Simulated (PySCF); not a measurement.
**Potential energy of AsH along the bond**

Set-up: As cc-pVTZ-PP with ECP10, H cc-pVTZ; scalar-relativistic core potentials (PySCF 2.14). Energies in eV from As + H in their ground configurations at the same level. State: ³Σ⁻ (triplet), unpaired electrons π ↑↑.

All columns are PBE0. A positive dipole means As(−)H(+).

```json
{"R (Å)": "1.318", "E (eV)": "-2.318", "μ (D)": "0.50", "Mulliken charge on As (basis-dependent)": "-0.07", "HOMO (eV)": "-6.96", "LUMO (eV)": "-2.79", "Mayer bond order": "0.97", "⟨S²⟩": "2.01"}
{"R (Å)": "1.380", "E (eV)": "-2.613", "μ (D)": "0.40", "Mulliken charge on As (basis-dependent)": "-0.04", "HOMO (eV)": "-6.95", "LUMO (eV)": "-2.79", "Mayer bond order": "0.98", "⟨S²⟩": "2.01"}
{"R (Å)": "1.441", "E (eV)": "-2.783", "μ (D)": "0.30", "Mulliken charge on As (basis-dependent)": "-0.02", "HOMO (eV)": "-6.96", "LUMO (eV)": "-2.79", "Mayer bond order": "0.98", "⟨S²⟩": "2.01"}
{"R (Å)": "1.487", "E (eV)": "-2.845", "μ (D)": "0.22", "Mulliken charge on As (basis-dependent)": "-0.01", "HOMO (eV)": "-6.96", "LUMO (eV)": "-2.79", "Mayer bond order": "0.98", "⟨S²⟩": "2.01"}
{"R (Å)": "1.533", "E (eV)": "-2.863", "μ (D)": "0.14", "Mulliken charge on As (basis-dependent)": "0.01", "HOMO (eV)": "-6.97", "LUMO (eV)": "-2.80", "Mayer bond order": "0.98", "⟨S²⟩": "2.01"}
{"R (Å)": "1.579", "E (eV)": "-2.846", "μ (D)": "0.06", "Mulliken charge on As (basis-dependent)": "0.02", "HOMO (eV)": "-6.97", "LUMO (eV)": "-2.80", "Mayer bond order": "0.98", "⟨S²⟩": "2.01"}
{"R (Å)": "1.640", "E (eV)": "-2.778", "μ (D)": "-0.05", "Mulliken charge on As (basis-dependent)": "0.03", "HOMO (eV)": "-6.99", "LUMO (eV)": "-2.81", "Mayer bond order": "0.98", "⟨S²⟩": "2.01"}
{"R (Å)": "1.717", "E (eV)": "-2.640", "μ (D)": "-0.18", "Mulliken charge on As (basis-dependent)": "0.04", "HOMO (eV)": "-7.01", "LUMO (eV)": "-2.82", "Mayer bond order": "0.98", "⟨S²⟩": "2.01"}
{"R (Å)": "1.809", "E (eV)": "-2.422", "μ (D)": "-0.34", "Mulliken charge on As (basis-dependent)": "0.04", "HOMO (eV)": "-7.04", "LUMO (eV)": "-2.84", "Mayer bond order": "0.98", "⟨S²⟩": "2.01"}
{"R (Å)": "1.932", "E (eV)": "-2.079", "μ (D)": "-0.54", "Mulliken charge on As (basis-dependent)": "0.05", "HOMO (eV)": "-7.09", "LUMO (eV)": "-2.87", "Mayer bond order": "0.97", "⟨S²⟩": "2.02"}
```

A fit through these points gives, at Re = 1.532 Å, μ = 0.14 D and dμ/dR = -1.73 D/Å; the reduced mass is 0.9944 u.

**Question.** How strong is the fundamental in the double-harmonic approximation, I = 42.26·(dμ/dR)²/μred km/mol?

**Answer.** I = 42.26·(-1.73)²/0.9944 = 127 km/mol at PBE0.

Spin–orbit coupling is left out. The state is the lowest determinant that a PBE0 search found; another state may lie lower at other levels.
